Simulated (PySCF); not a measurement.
Si(NHSiH3)2(Cl)2 (Cl2H8N2Si3), SMILES [SiH3]N[Si](Cl)(Cl)N[SiH3].

Coordinates come from a B3LYP-D3(BJ)/def2-SVP optimisation. One conformer was computed; it need not be the lowest.

Computed with TDA-CAM-B3LYP/def2-SVPD (PySCF 2.14.0).

Vertical excitations. The molecule is in vacuum.

```tsv
state	energy (eV)	λ (nm)	f	main pairs
S1	6.84	181	0.008	HOMO→LUMO 75 %
S2	6.93	179	0.014	HOMO−1→LUMO 70 %
S3	7.50	165	0.008	HOMO→LUMO+1 37 %, HOMO→LUMO+2 18 %, HOMO→LUMO+7 9 %, HOMO→LUMO+3 6 %
S4	7.78	159	0.029	HOMO−1→LUMO+2 35 %, HOMO−1→LUMO+1 17 %, HOMO→LUMO+2 14 %
S5	7.85	158	0.033	HOMO→LUMO+1 28 %, HOMO→LUMO+3 16 %, HOMO→LUMO+4 13 %, HOMO→LUMO 7 %
S6	7.91	157	0.029	HOMO−1→LUMO+2 16 %, HOMO−1→LUMO+1 15 %, HOMO−1→LUMO+4 11 %, HOMO−1→LUMO+3 10 %
T1	6.48	191	0	HOMO→LUMO 67 %
T2	6.55	189	0	HOMO−1→LUMO 64 %
```
Triplets are in the Tamm–Dancoff approximation.
